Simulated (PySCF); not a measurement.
C$_{2}$H$_{2}$Cl, doublet (typed; the unrestricted solution is spin-contaminated), at a GFN2-xTB geometry; MP2/cc-pVTZ run with PySCF.

The PySCF input:
```python
from pyscf import gto, scf, mp

mol = gto.Mole()
mol.atom = '''
    C     0.102105    0.675208    0.004852
    C     1.347315    1.045071    0.011872
    Cl   -0.734862   -0.751237   -0.007677
    H     2.192663    0.358067    0.010416
    H     1.603463    2.091291    0.019749
'''
mol.basis = 'cc-pvtz'
mol.charge = 0
mol.spin = 1
mol.verbose = 4
mol.build()

mf = scf.UHF(mol)
mf.kernel()

pt = mp.MP2(mf, frozen=7)
pt.kernel()
print('E(MP2) = %.10f' % pt.e_tot)
mf.analyze()
```

It wrote (shortened):

```
PySCF version 2.14.0

[INPUT] verbose = 4
[INPUT] num. atoms = 5
[INPUT] num. electrons = 31
[INPUT] charge = 0
[INPUT] spin (= nelec alpha-beta = 2S) = 1
[INPUT] symmetry False subgroup None
[INPUT] Mole.unit = angstrom
[INPUT] Symbol           X                Y                Z      unit          X                Y                Z       unit  Magmom
[...]
nuclear repulsion = 81.4374218883864
number of shells = 39
number of NR pGTOs = 175
number of NR cGTOs = 122
basis = cc-pvtz
ecp = {}

******** <class 'pyscf.scf.uhf.UHF'> ********
method = UHF
initial guess = minao
damping factor = 0
level_shift factor = 0
DIIS = <class 'pyscf.scf.diis.CDIIS'>
diis_start_cycle = 1
diis_space = 8
diis_damp = 0
SCF conv_tol = 1e-09
SCF conv_tol_grad = None
SCF max_cycles = 50
direct_scf = True
direct_scf_tol = 1e-13
number electrons alpha = 16  beta = 15
Set gradient conv threshold to 3.16228e-05
init E= -536.816568131149

cycle= 1 E= -536.290548695307  delta_E= 0.526  |g|= 0.267  |ddm|= 1.25
cycle= 2 E= -536.337651485035  delta_E= -0.0471  |g|= 0.142  |ddm|= 0.372
cycle= 3 E= -536.349751459358  delta_E= -0.0121  |g|= 0.0506  |ddm|= 0.0949
cycle= 4 E= -536.353385291726  delta_E= -0.00363  |g|= 0.0202  |ddm|= 0.0892
cycle= 5 E= -536.3541905235  delta_E= -0.000805  |g|= 0.0139  |ddm|= 0.0285
cycle= 6 E= -536.354808035015  delta_E= -0.000618  |g|= 0.0118  |ddm|= 0.0241
cycle= 7 E= -536.355503916844  delta_E= -0.000696  |g|= 0.0104  |ddm|= 0.0294
cycle= 8 E= -536.356536559803  delta_E= -0.00103  |g|= 0.0082  |ddm|= 0.0508
cycle= 9 E= -536.357532064896  delta_E= -0.000996  |g|= 0.00272  |ddm|= 0.101
cycle= 10 E= -536.357498390208  delta_E= 3.37e-05  |g|= 0.00216  |ddm|= 0.0187
cycle= 11 E= -536.357542759603  delta_E= -4.44e-05  |g|= 0.000493  |ddm|= 0.0207
cycle= 12 E= -536.357543113739  delta_E= -3.54e-07  |g|= 0.000228  |ddm|= 0.00177
cycle= 13 E= -536.357543226607  delta_E= -1.13e-07  |g|= 0.000119  |ddm|= 0.000493
cycle= 14 E= -536.35754327359  delta_E= -4.7e-08  |g|= 4.01e-05  |ddm|= 0.000776
cycle= 15 E= -536.357543279196  delta_E= -5.61e-09  |g|= 1.53e-05  |ddm|= 0.00019
cycle= 16 E= -536.357543279609  delta_E= -4.13e-10  |g|= 6.82e-06  |ddm|= 3.9e-05
Extra cycle  E= -536.357543279668  delta_E= -5.91e-11  |g|= 4.04e-06  |ddm|= 8.41e-06
converged SCF energy = -536.357543279668  <S^2> = 0.93647484  2S+1 = 2.1785085

******** <class 'pyscf.mp.ump2.UMP2'> ********
nocc = (np.int64(9), np.int64(8)), nmo = (115, 115)
frozen orbitals 7
E(UMP2) = -536.824349431032  E_corr = -0.466806151364096
E(SCS-UMP2) = -536.817057417792  E_corr = -0.459514138124045
E_corr(same-spin) = -0.116138357899466
E_corr(oppo-spin) = -0.35066779346463
E(MP2) = -536.8243494310
**** SCF Summaries ****
Total Energy =                        -536.357543279667652
Nuclear Repulsion Energy =              81.437421888386353
One-electron Energy =                 -899.620333821990016
Two-electron Energy =                  281.825368653936096
Two-electron Coulomb Energy =          320.484783994088616
DFT Exchange-Correlation Energy =      -38.659415340152520
**** MO energy ****
                             alpha | beta                alpha | beta
[...]
To work with the spin densities directly, `use mulliken_meta_spin()` only printing them here.

 ** Mulliken spin pop alpha/beta on meta-lowdin orthogonal AOs **
 ** Mulliken Spin Density (per AO)  **
spin_pop of  0 C 1s       -0.00000
spin_pop of  0 C 2s        0.21218
spin_pop of  0 C 3s        0.00391
spin_pop of  0 C 4s        0.00006
spin_pop of  0 C 2px       0.35189
spin_pop of  0 C 2py       0.38349
spin_pop of  0 C 2pz       0.38370
spin_pop of  0 C 3px       0.00197
spin_pop of  0 C 3py       0.00109
spin_pop of  0 C 3pz       0.00132
spin_pop of  0 C 4px       0.00002
spin_pop of  0 C 4py       0.00014
spin_pop of  0 C 4pz       0.00008
spin_pop of  0 C 3dxy     -0.00080
spin_pop of  0 C 3dyz     -0.00038
spin_pop of  0 C 3dz^2     0.00022
spin_pop of  0 C 3dxz     -0.00127
spin_pop of  0 C 3dx2-y2   -0.00044
[...]
spin_pop of  1 C 3s        0.00101
spin_pop of  1 C 4s       -0.00000
spin_pop of  1 C 2px      -0.04145
spin_pop of  1 C 2py      -0.03670
spin_pop of  1 C 2pz      -0.40650
spin_pop of  1 C 3px       0.00092
spin_pop of  1 C 3py       0.00069
spin_pop of  1 C 3pz      -0.00282
spin_pop of  1 C 4px       0.00004
spin_pop of  1 C 4py      -0.00006
spin_pop of  1 C 4pz       0.00002
spin_pop of  1 C 3dxy      0.00046
spin_pop of  1 C 3dyz      0.00001
spin_pop of  1 C 3dz^2     0.00135
spin_pop of  1 C 3dxz      0.00068
spin_pop of  1 C 3dx2-y2   -0.00019
spin_pop of  1 C 4dxy      0.00007
spin_pop of  1 C 4dyz      0.00000
spin_pop of  1 C 4dz^2    -0.00000
spin_pop of  1 C 4dxz     -0.00004
spin_pop of  1 C 4dx2-y2    0.00005
spin_pop of  1 C 4f-3      0.00004
spin_pop of  1 C 4f-2     -0.00000
spin_pop of  1 C 4f-1      0.00011
spin_pop of  1 C 4f+0     -0.00004
spin_pop of  1 C 4f+1      0.00010
spin_pop of  1 C 4f+2     -0.00001
spin_pop of  1 C 4f+3     -0.00002
spin_pop of  2 Cl 1s       -0.00000
spin_pop of  2 Cl 2s       -0.00000
spin_pop of  2 Cl 3s        0.00174
spin_pop of  2 Cl 4s        0.00080
spin_pop of  2 Cl 5s        0.00005
spin_pop of  2 Cl 2px      -0.00000
spin_pop of  2 Cl 2py       0.00000
spin_pop of  2 Cl 2pz       0.00000
spin_pop of  2 Cl 3px      -0.01400
spin_pop of  2 Cl 3py       0.05009
spin_pop of  2 Cl 3pz       0.02413
spin_pop of  2 Cl 4px       0.00150
spin_pop of  2 Cl 4py       0.00031
spin_pop of  2 Cl 4pz       0.00098
spin_pop of  2 Cl 5px      -0.00001
spin_pop of  2 Cl 5py       0.00015
spin_pop of  2 Cl 5pz       0.00004
spin_pop of  2 Cl 3dxy      0.00210
spin_pop of  2 Cl 3dyz      0.00044
spin_pop of  2 Cl 3dz^2    -0.00019
spin_pop of  2 Cl 3dxz      0.00012
spin_pop of  2 Cl 3dx2-y2   -0.00135
spin_pop of  2 Cl 4dxy     -0.00001
spin_pop of  2 Cl 4dyz     -0.00001
spin_pop of  2 Cl 4dz^2    -0.00000
spin_pop of  2 Cl 4dxz      0.00000
spin_pop of  2 Cl 4dx2-y2    0.00003
spin_pop of  2 Cl 4f-3     -0.00003
spin_pop of  2 Cl 4f-2     -0.00002
spin_pop of  2 Cl 4f-1      0.00001
spin_pop of  2 Cl 4f+0      0.00000
spin_pop of  2 Cl 4f+1      0.00001
spin_pop of  2 Cl 4f+2      0.00000
spin_pop of  2 Cl 4f+3      0.00000
spin_pop of  3 H 1s        0.08199
spin_pop of  3 H 2s        0.00082
spin_pop of  3 H 3s       -0.00008
spin_pop of  3 H 2px      -0.00012
spin_pop of  3 H 2py       0.00006
spin_pop of  3 H 2pz      -0.00025
spin_pop of  3 H 3px       0.00004
spin_pop of  3 H 3py       0.00007
spin_pop of  3 H 3pz       0.00001
spin_pop of  3 H 3dxy      0.00001
spin_pop of  3 H 3dyz     -0.00000
spin_pop of  3 H 3dz^2     0.00002
spin_pop of  3 H 3dxz     -0.00001
spin_pop of  3 H 3dx2-y2   -0.00000
spin_pop of  4 H 1s        0.03928
spin_pop of  4 H 2s        0.00064
spin_pop of  4 H 3s       -0.00002
spin_pop of  4 H 2px       0.00008
spin_pop of  4 H 2py       0.00002
spin_pop of  4 H 2pz      -0.00026
spin_pop of  4 H 3px       0.00003
spin_pop of  4 H 3py       0.00004
spin_pop of  4 H 3pz       0.00000
spin_pop of  4 H 3dxy      0.00000
spin_pop of  4 H 3dyz     -0.00002
spin_pop of  4 H 3dz^2     0.00002
spin_pop of  4 H 3dxz      0.00000
spin_pop of  4 H 3dx2-y2    0.00001
 ** Mulliken Spin Density (per atom)  **
spin density of  0 C =      1.33725
spin density of  1 C =     -0.52651
spin density of  2 Cl =      0.06687
spin density of  3 H =      0.08255
spin density of  4 H =      0.03984
 ** Mulliken pop alpha/beta on meta-lowdin orthogonal AOs **
 ** Mulliken pop       alpha | beta **
In total            16.00000 | 15.00000
 ** Mulliken atomic charges   ( Nelec_alpha | Nelec_beta ) **
charge of  0C =     -0.02586  (     3.68155      2.34431 )
charge of  1C =     -0.25781  (     2.86565      3.39216 )
charge of  2Cl =      0.02845  (     8.51921      8.45234 )
charge of  3H =      0.12203  (     0.48026      0.39771 )
charge of  4H =      0.13319  (     0.45333      0.41349 )
Dipole moment(X, Y, Z, Debye):  1.01115,  0.41310,  0.00645
```
